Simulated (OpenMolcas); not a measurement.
# d8 ions of charge +2 down a group with 4 chloride ligands in tetrahedral coordination

```yaml
Program: OpenMolcas
Method: CASSCF
Spin-orbit_coupling: state interaction with AMFI integrals over the reference wave functions
```

The d shell is active. Anionic complexes are neutralised by point charges behind the ligands. Distances were set from a Shannon-type radius of the metal (high-spin where two are listed) plus a fixed donor radius (Cl 1.76 Å). Ligand basis ANO-RCC-VDZP, DKH2 Hamiltonian. States (labels of Td). Energies in cm-1 above the lowest state or level, χT in cm3 K/mol; under a threefold ground state the first gap can be a small split of the lowest multiplet, not the spin-orbit step; 10Dq and B are least-squares fits to the states below 45000 cm-1, weighted by degeneracy, with a free offset, and given where the rms deviation is under 5 % of |10Dq| (or 100 cm-1) and under 700 cm-1; 10Dq is negative for this site. Spin-only χT is S(S+1) / 2 for the spin of the ground state.

| Ion | Shell | R (Å) | Metal basis | Outer charge (e at Å behind ligand) | Ground state | First state of that spin | 10Dq | B (rms of fit) | First gap with spin-orbit (degeneracies) | χT at 300 K | First state of another spin | Spin-only χT |
| --- | --- | --- | --- | --- | --- | --- | --- | --- | --- | --- | --- | --- |
| Ni2+ | 3d8 | 2.31 | ANO-RCC-VDZP | 0.5 at 3.2 | 3T1 | 3T2 1698 | -2061 | 1241 (49) | 307.3 (1, 3) | 2.769 | 1T2 16084 | 1.000 |
| Pd2+ | 4d8 | 2.4 | ANO-RCC-VDZP | 0.5 at 2.6 | 3T1 | 3T2 4193 | -5194 | 788 (218) | 654.5 (1, 3) | 1.693 | 1E 10958 | 1.000 |
| Pt2+ | 5d8 | 2.36 | ANO-RCC-VTZP | 0.5 at 3.2 | 3T1 | 3T2 5843 | -7084 | 674 (349) | 1149 (1, 3) | 1.001 | 1E 9042 | 1.000 |

The rows also differ in their metal basis and outer charges, so part of each step comes from that.

|10Dq| changes by factors of 5194 / 2061 = 2.52 from Ni2+ to Pd2+, 7084 / 5194 = 1.36 from Pd2+ to Pt2+.

B goes from 1241 cm-1 (Ni2+) to 674 cm-1 (Pt2+).

Every ion keeps the highest spin of its shell. χT departs most from the spin-only value for Ni2+, by +1.769 cm3 K/mol.

An orbital triplet at a regular site is open to Jahn-Teller coupling, which can distort the site and quench the lowest spin-orbit gaps and is left out. Without dynamic correlation the repulsion within the d shell is too large (B by tens of per cent), so at a given field states of lower spin stand too high. Ligand-to-metal charge-transfer states are missing. With no ligand orbital active B as a rule stays too high, so bands that hang on it stand too high and its fall with covalency is understated. With metal d orbitals alone and no dynamic correlation the field as a rule comes out too small, by tens of per cent, by up to half for chloride and softer ligands, and with too little covalency χT stands high (holds for Ni2+). Real 4d8 and 5d8 ions are as a rule square planar and diamagnetic (holds for Pd2+; Pt2+). With metal d orbitals alone the field can be off either way by tens of per cent (holds for Pd2+; Pt2+). The least metal-like active orbital is 82 % on the metal (Löwdin) and no ligand orbital is active, so the numbers are rough (holds for Pt2+). No measured value stands beside these numbers; the geometry was imposed, not optimised, and the real ion may take another.
